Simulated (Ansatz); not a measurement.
This geometry of ClFGeH2O + FH (8 atoms, charge 0, multiplicity 1) is a first-order saddle point.

Method: Ansatz, RKS PBE-D4/def2-SVP.

```xyz
8
Properties=species:S:1:pos:R:3
Ge 0.061 0.120 -0.004
O -0.023 0.035 1.965
H -0.933 -0.012 2.319
F 1.641 -0.020 -0.737
Cl -1.398 1.407 -0.955
H -0.496 -1.311 -0.224
F 0.846 1.787 0.917
H 0.437 1.133 1.804
```

Which two structures does it join? (They come from a converged band through this point; their orientation in space is the band's.)

Bonds broken: Ge1–O2, F7–H8. Bonds formed: Ge1–F7, O2–H8. ClFGeH2O + FH becomes ClF2GeH + H2O.

Image 0:

```xyz
8
Properties=species:S:1:pos:R:3
Ge -0.398 -0.255 0.009
O -0.721 -0.285 1.736
H -0.302 0.525 2.125
F 1.282 0.365 -0.137
Cl -1.571 1.187 -1.076
H -0.445 -1.658 -0.612
F 0.942 1.850 1.895
H 1.346 1.411 1.146
```

Image 6:

```xyz
8
Properties=species:S:1:pos:R:3
Ge 0.361 0.173 -0.179
O -0.545 0.126 2.144
H -1.305 0.732 2.021
F 1.160 0.317 -1.732
Cl -1.466 1.301 -0.518
H 0.277 -1.333 0.086
F 1.483 1.106 0.806
H 0.170 0.718 2.458
```

How far does it lie above each of them?

0.74 eV above the first and 0.89 eV above the second. This is the barrier of this one path; another mechanism may lie lower. The orbitals stay closed-shell, which can raise the energy where a bond breaks towards radicals; this wasn't checked here.

Run time: 120 s on 2 threads of Arm Neoverse V2, with other jobs on the host, peak memory 0.15 GiB.
